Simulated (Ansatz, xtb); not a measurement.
Two isomers of C5H7N3O

Structure I: `CC(=O)n1cc(C)nn1`, a singlet. Structure II: `CC(=O)c1nncn1C`, a singlet. Both are isolated molecules in the gas phase, relaxed with PBE0-D3(BJ)/def2-SVP; each stands in its lowest conformer found.

I (Å):

```yaml
atoms:
  - { symbol: C, position_ang: [0.5342, -0.6940, 3.3923] }
  - { symbol: C, position_ang: [0.3552, 0.3761, 2.3639] }
  - { symbol: C, position_ang: [-0.7268, 0.7716, 0.1516] }
  - { symbol: C, position_ang: [-1.4726, -0.0564, -0.6482] }
  - { symbol: C, position_ang: [-2.1139, 0.1897, -1.9653] }
  - { symbol: N, position_ang: [-0.4128, -0.0032, 1.2290] }
  - { symbol: N, position_ang: [-1.5660, -1.2722, -0.0156] }
  - { symbol: N, position_ang: [-0.9361, -1.2344, 1.0958] }
  - { symbol: O, position_ang: [0.7948, 1.4914, 2.4211] }
  - { symbol: H, position_ang: [-0.4431, -1.0371, 3.7600] }
  - { symbol: H, position_ang: [1.0237, -1.5719, 2.9480] }
  - { symbol: H, position_ang: [1.1363, -0.2868, 4.2118] }
  - { symbol: H, position_ang: [-0.3941, 1.8019, 0.0725] }
  - { symbol: H, position_ang: [-1.7376, -0.5196, -2.7176] }
  - { symbol: H, position_ang: [-3.2030, 0.0470, -1.8992] }
  - { symbol: H, position_ang: [-1.9171, 1.2103, -2.3185] }
```

II (Å):

```yaml
atoms:
  - { symbol: C, position_ang: [-0.3699, -0.6422, 2.6228] }
  - { symbol: C, position_ang: [-0.4369, -0.4963, 1.1319] }
  - { symbol: C, position_ang: [0.1451, -1.6048, 0.3494] }
  - { symbol: C, position_ang: [0.7968, -2.8441, -1.2725] }
  - { symbol: C, position_ang: [-0.3204, -0.7113, -1.9828] }
  - { symbol: N, position_ang: [0.7092, -2.6818, 0.8586] }
  - { symbol: N, position_ang: [1.1183, -3.4596, -0.1571] }
  - { symbol: N, position_ang: [0.1790, -1.6661, -1.0178] }
  - { symbol: O, position_ang: [-0.9328, 0.4602, 0.5719] }
  - { symbol: H, position_ang: [0.6738, -0.7723, 2.9447] }
  - { symbol: H, position_ang: [-0.8141, 0.2429, 3.0929] }
  - { symbol: H, position_ang: [-0.9004, -1.5539, 2.9358] }
  - { symbol: H, position_ang: [0.9905, -3.2113, -2.2798] }
  - { symbol: H, position_ang: [-0.1178, -1.0978, -2.9896] }
  - { symbol: H, position_ang: [0.1719, 0.2604, -1.8518] }
  - { symbol: H, position_ang: [-1.3995, -0.5623, -1.8525] }
```

Problem. Estimate which is lower in electronic energy at CCSD(T)/def2-SVP + ΔMP2/def2-TZVPP, and by roughly how much.

Solution. The CCSD(T)/def2-SVP + ΔMP2/def2-TZVPP calculation puts structure II lower, by 3.5 kcal/mol.

Level by level:

```
                             level              geometry  E(II) − E(I) (kcal/mol)  departure from the last row (kcal/mol)  job, with rough time for the two
                          GFN2-xTB              GFN2-xTB                      −6.0                                    −2.4              optimisation, 0.11 s
                         HF/STO-3G              GFN2-xTB                      −0.2                                    +3.3              single point, 0.42 s
                r2SCAN-D4/def2-SVP              GFN2-xTB                      −3.0                                    +0.5               single point, 4.6 s
              PBE0-D3(BJ)/def2-SVP  PBE0-D3(BJ)/def2-SVP                      −3.0                                    +0.5                optimisation, 34 s
                       HF/def2-SVP  PBE0-D3(BJ)/def2-SVP                      −6.1                                    −2.6           part of the CCSD(T) run
                      MP2/def2-SVP  PBE0-D3(BJ)/def2-SVP                      −3.7                                    −0.2           part of the CCSD(T) run
                  CCSD(T)/def2-SVP  PBE0-D3(BJ)/def2-SVP                      −3.9                                    −0.4                      single point
CCSD(T)/def2-SVP + ΔMP2/def2-TZVPP  PBE0-D3(BJ)/def2-SVP                      −3.5                                                     single point, 2.8 min
```

As drawn, II has 2 C∷N in place of 1 C∷C, 1 N∷N (∷ is an aromatic bond).

HF/STO-3G finds them nearly level. The largest departure from CCSD(T)/def2-SVP + ΔMP2/def2-TZVPP is that of HF/STO-3G, 3.3 kcal/mol. The last row adds to CCSD(T) the change of the MP2 difference between the two basis sets, here +0.4 kcal/mol.

With thermal terms from frequencies at re-optimised GFN2-xTB minima (ideal gas, soft modes damped towards free rotors, one conformer each, 298.15 K, 1 atm): the zero-point term adds +0.3 kcal/mol; ΔH is −3.2 and ΔG −3.1 kcal/mol.

The correlated steps freeze 9 core orbitals. Programs: Ansatz 0.2.0, xtb 6.7.1; the last row on 4 threads of Arm Neoverse V2 on a shared host.
